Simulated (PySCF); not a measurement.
H$_{5}$PSi, charge -1, doublet, at a GFN2-xTB geometry (a state made from the parent by changing its charge; the spin is typed, not shown lowest); PySCF with CCSD/3-21G.

The PySCF input:
```python
from pyscf import gto, scf, cc

mol = gto.M(
    atom='''
Si   -1.119098   -0.112898    0.022331
P     1.156020    0.152827   -0.134155
H    -2.292607   -0.935822   -0.467765
H    -1.557231    1.254935   -0.309717
H    -1.350695   -0.269869    1.481762
H     1.361397   -1.185608    0.158039
H     2.166209    0.424519    0.837378
''',
    basis='3-21g',
    charge=-1,
    spin=1,
    verbose=4,
)

mf = scf.UHF(mol)
mf.kernel()

mycc = cc.CCSD(mf, frozen=11)
mycc.kernel()
print('E(CCSD) = %.10f' % mycc.e_tot)
mf.analyze()
```

The log (banner, timings and long lists left out):

```
PySCF version 2.14.0

[INPUT] verbose = 4
[INPUT] num. atoms = 7
[INPUT] num. electrons = 35
[INPUT] charge = -1
[INPUT] spin (= nelec alpha-beta = 2S) = 1
[INPUT] symmetry False subgroup None
[INPUT] Mole.unit = angstrom
[INPUT] Symbol           X                Y                Z      unit          X                Y                Z       unit  Magmom
[...]
nuclear repulsion = 88.8166168832278
number of shells = 24
number of NR pGTOs = 69
number of NR cGTOs = 36
basis = 3-21g
ecp = {}

******** <class 'pyscf.scf.uhf.UHF'> ********
method = UHF
initial guess = minao
damping factor = 0
level_shift factor = 0
DIIS = <class 'pyscf.scf.diis.CDIIS'>
diis_start_cycle = 1
diis_space = 8
diis_damp = 0
SCF conv_tol = 1e-09
SCF conv_tol_grad = None
SCF max_cycles = 50
direct_scf = True
direct_scf_tol = 1e-13
number electrons alpha = 18  beta = 17
Set gradient conv threshold to 3.16228e-05
init E= -628.556544287319

cycle= 1 E= -629.16249502307  delta_E= -0.606  |g|= 0.135  |ddm|= 2.44
cycle= 2 E= -629.183028584625  delta_E= -0.0205  |g|= 0.0445  |ddm|= 0.424
cycle= 3 E= -629.185207480895  delta_E= -0.00218  |g|= 0.0157  |ddm|= 0.123
cycle= 4 E= -629.185741042459  delta_E= -0.000534  |g|= 0.00548  |ddm|= 0.076
cycle= 5 E= -629.185836477531  delta_E= -9.54e-05  |g|= 0.00248  |ddm|= 0.0383
cycle= 6 E= -629.185860492317  delta_E= -2.4e-05  |g|= 0.000945  |ddm|= 0.0232
cycle= 7 E= -629.185863892063  delta_E= -3.4e-06  |g|= 0.000291  |ddm|= 0.00813
cycle= 8 E= -629.185864168138  delta_E= -2.76e-07  |g|= 8.57e-05  |ddm|= 0.00196
cycle= 9 E= -629.185864194165  delta_E= -2.6e-08  |g|= 3.35e-05  |ddm|= 0.000772
cycle= 10 E= -629.185864198652  delta_E= -4.49e-09  |g|= 1.16e-05  |ddm|= 0.000388
cycle= 11 E= -629.18586419921  delta_E= -5.58e-10  |g|= 4.37e-06  |ddm|= 0.000131
Extra cycle  E= -629.185864199252  delta_E= -4.17e-11  |g|= 3.07e-06  |ddm|= 1.9e-05
converged SCF energy = -629.185864199252  <S^2> = 0.76883275  2S+1 = 2.0187449

******** <class 'pyscf.cc.uccsd.UCCSD'> ********
CC2 = 0
CCSD nocc = (np.int64(7), np.int64(6)), nmo = (25, 25)
frozen orbitals 11
max_cycle = 50
direct = 0
conv_tol = 1e-07
conv_tol_normt = 1e-06
diis_space = 6
diis_start_cycle = 0
diis_start_energy_diff = 1e+09
Init t2, MP2 energy = -0.0985976119237696
Init E_corr(UCCSD) = -0.0985976119362173
cycle = 1  E_corr(UCCSD) = -0.118600420356582  dE = -0.0200028084  norm(t1,t2) = 0.0642561
cycle = 2  E_corr(UCCSD) = -0.124480028601701  dE = -0.00587960825  norm(t1,t2) = 0.027053
cycle = 3  E_corr(UCCSD) = -0.128319945002575  dE = -0.0038399164  norm(t1,t2) = 0.0135115
cycle = 4  E_corr(UCCSD) = -0.128170293825931  dE = 0.000149651177  norm(t1,t2) = 0.00347193
cycle = 5  E_corr(UCCSD) = -0.128187397655321  dE = -1.71038294e-05  norm(t1,t2) = 0.00120037
cycle = 6  E_corr(UCCSD) = -0.128198842507723  dE = -1.14448524e-05  norm(t1,t2) = 0.000497016
cycle = 7  E_corr(UCCSD) = -0.128195255003418  dE = 3.5875043e-06  norm(t1,t2) = 0.000194287
cycle = 8  E_corr(UCCSD) = -0.128196126238607  dE = -8.71235189e-07  norm(t1,t2) = 6.38436e-05
cycle = 9  E_corr(UCCSD) = -0.128196724718393  dE = -5.98479786e-07  norm(t1,t2) = 2.56978e-05
cycle = 10  E_corr(UCCSD) = -0.128196435488192  dE = 2.89230201e-07  norm(t1,t2) = 9.19175e-06
cycle = 11  E_corr(UCCSD) = -0.128196251682771  dE = 1.83805421e-07  norm(t1,t2) = 3.64178e-06
cycle = 12  E_corr(UCCSD) = -0.128196229836964  dE = 2.18458076e-08  norm(t1,t2) = 1.30044e-06
cycle = 13  E_corr(UCCSD) = -0.128196249867974  dE = -2.00310098e-08  norm(t1,t2) = 5.59271e-07
UCCSD converged
E(UCCSD) = -629.3140604491197  E_corr = -0.1281962498679736
E(CCSD) = -629.3140604491
**** SCF Summaries ****
Total Energy =                        -629.185864199251682
Nuclear Repulsion Energy =              88.816616883227752
One-electron Energy =                -1056.121532076652329
Two-electron Energy =                  338.119050994172881
Two-electron Coulomb Energy =          383.025760154437819
DFT Exchange-Correlation Energy =      -44.906709160264938
**** MO energy ****
                             alpha | beta                alpha | beta
[...]
To work with the spin densities directly, `use mulliken_meta_spin()` only printing them here.

 ** Mulliken spin pop alpha/beta on meta-lowdin orthogonal AOs **
 ** Mulliken Spin Density (per AO)  **
spin_pop of  0 Si 1s        0.00000
spin_pop of  0 Si 2s        0.00001
spin_pop of  0 Si 3s        0.13858
spin_pop of  0 Si 4s        0.00377
spin_pop of  0 Si 2px       0.00000
spin_pop of  0 Si 2py      -0.00000
spin_pop of  0 Si 2pz      -0.00000
spin_pop of  0 Si 3px       0.12208
spin_pop of  0 Si 3py       0.12473
spin_pop of  0 Si 3pz       0.16576
spin_pop of  0 Si 4px       0.00372
spin_pop of  0 Si 4py       0.00453
spin_pop of  0 Si 4pz       0.00667
spin_pop of  1 P 1s        0.00001
spin_pop of  1 P 2s        0.00050
spin_pop of  1 P 3s        0.06985
spin_pop of  1 P 4s        0.00382
spin_pop of  1 P 2px      -0.00001
spin_pop of  1 P 2py       0.00001
spin_pop of  1 P 2pz       0.00000
spin_pop of  1 P 3px       0.00387
spin_pop of  1 P 3py       0.06240
spin_pop of  1 P 3pz       0.03865
spin_pop of  1 P 4px       0.00169
spin_pop of  1 P 4py       0.00266
spin_pop of  1 P 4pz       0.00257
spin_pop of  2 H 1s        0.13700
spin_pop of  2 H 2s        0.00572
spin_pop of  3 H 1s       -0.03311
spin_pop of  3 H 2s       -0.00000
spin_pop of  4 H 1s       -0.02909
spin_pop of  4 H 2s        0.00055
spin_pop of  5 H 1s       -0.00527
spin_pop of  5 H 2s       -0.00020
spin_pop of  6 H 1s        0.16345
spin_pop of  6 H 2s        0.00509
 ** Mulliken Spin Density (per atom)  **
spin density of  0 Si =      0.56984
spin density of  1 P =      0.18602
spin density of  2 H =      0.14272
spin density of  3 H =     -0.03311
spin density of  4 H =     -0.02854
spin density of  5 H =     -0.00547
spin density of  6 H =      0.16853
 ** Mulliken pop alpha/beta on meta-lowdin orthogonal AOs **
 ** Mulliken pop       alpha | beta **
[...]
In total            18.00000 | 17.00000
 ** Mulliken atomic charges   ( Nelec_alpha | Nelec_beta ) **
charge of  0Si =      0.10010  (     7.23487      6.66503 )
charge of  1P =     -0.39230  (     7.78916      7.60314 )
charge of  2H =     -0.20411  (     0.67342      0.53069 )
charge of  3H =     -0.15869  (     0.56279      0.59590 )
charge of  4H =     -0.17353  (     0.57250      0.60103 )
charge of  5H =     -0.06821  (     0.53137      0.53684 )
charge of  6H =     -0.10327  (     0.63590      0.46737 )

WARN: System has nonzero charge -1; the dipole moment is origin-dependent.
Location of origin: [0. 0. 0.]

Dipole moment(X, Y, Z, Debye):  0.24714, -0.15303,  0.75741
```
